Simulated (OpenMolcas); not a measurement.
**F3+: effect of the IPEA shift**

```yaml
Program: OpenMolcas 26.06
Basis: ANO-RCC-VTZP [4s3p2d1f]
Scalar_Hamiltonian: DKH2, point nucleus
Active_space: 4 electrons in 8 orbitals (2s 2p 3s 3p)
State_averaging: 2S+1 = 3 even, 3 roots; 2S+1 = 1 even, 6 roots; 2S+1 = 5 odd, 1 root; 2S+1 = 3 odd, 9 roots; 2S+1 = 1 odd, 8 roots
Spin-orbit_coupling: RASSI with atomic mean-field integrals over the reference wave functions, term energies averaged over their components
```

Methods on the same reference wave functions:
A. CASSCF
B. SS-CASPT2, IPEA 0 Eh, imaginary shift 0.1 Eh (closed shells correlated: 1s)
C. SS-CASPT2, IPEA 0.25 Eh, imaginary shift 0.1 Eh (closed shells correlated: 1s)

Energies in cm⁻¹ above 2s² 2p² ³P₀, the measured ground level; measured values from Moore, Atomic Energy Levels, vol. I, NSRDS-NBS 35 (1971 reprint of NBS Circular 467, 1949).

```tsv
Level	A	B	C	Measured
2s² 2p² ³P₀	0.0	0.0	0.0	0.0
2s² 2p² ³P₁	223	223	223	225
2s² 2p² ³P₂	651	650	650	613
2s² 2p² ¹D₂	27976	26070	26000	25241
2s² 2p² ¹S₀	49837	54240	54100	53544
2s 2p³ ⁵S°₂	65117	72880	72720	
2s 2p³ ³D°₁	151457	147480	147670	
2s 2p³ ³D°₂	151465	147490	147670	147889
2s 2p³ ³D°₃	151484	147510	147690	
2s 2p³ ³P°₀	176473	176020	176020	
2s 2p³ ³P°₁	176485	176030	176030	175242
2s 2p³ ³P°₂	176509	176050	176060	175237
2s 2p³ ¹D°₂	243523	230980	231350	
2s 2p³ ³S°₁	249194	239310	239690	
2s 2p³ ¹P°₁	268338	259120	259270	257390
```

Deviations, from unrounded energies. A percentage is the sum of absolute deviations over the sum of measured energies, with the sign that they share, or ± where signs differ.

| Against measurement | Levels | A | B | C |
| --- | --- | --- | --- | --- |
| mean absolute deviation (cm-1) | 8 | 2900 | 660 | 630 |
| fine structure of the ground term (%) | 2 | ±4.8 | ±4.7 | ±4.7 |
| other terms of the ground configuration (%) | 2 | ±8.2 | +1.9 | +1.7 |
| other configurations (%) | 4 | +2.3 | ±0.5 | ±0.5 |

B, C lie about equally close to measurement and A furthest from it. The largest miss of C in the table is 2s 2p³ ¹P°₁, by +1900 cm-1. The ranking rests on the paired levels alone, and a cruder setting can come out closer through cancelling errors.

Between B and C the level of the table that moves most is 2s 2p³ ³S°₁, by 370 cm-1 (lowest in B, highest in C). Moves below CASPT2's spread within the term are not significant.

The mean deviations of B to C differ by less than CASPT2's widest spread within a term (47 cm-1), so their order carries little weight.

From A to B the spin-free energies of the other terms of 2s² 2p² shown, above ³P, scale by factors of 0.93 to 1.09.

The lowest spin-free term lies below A's lowest term by 0.059 hartree in B, 0.058 hartree in C.

CASPT2 breaks the degeneracy within a term, and the mean is taken; among the terms shown or strongly mixed into the levels shown the widest spread is 47 cm-1 (2s 2p³ ¹D°, C). Active for correlation alone: 3p 3s; no level in the range computed is led by a configuration that fills them, so any true level of that kind is missing. Computed and measured levels are paired by configuration, term and J; levels that our copy of the source lacks, or whose pairing is in doubt (as where it misses far off the trend of its configuration), stay unpaired and out of the deviations. Levels of configurations outside the active space are missing.

° marks odd parity.
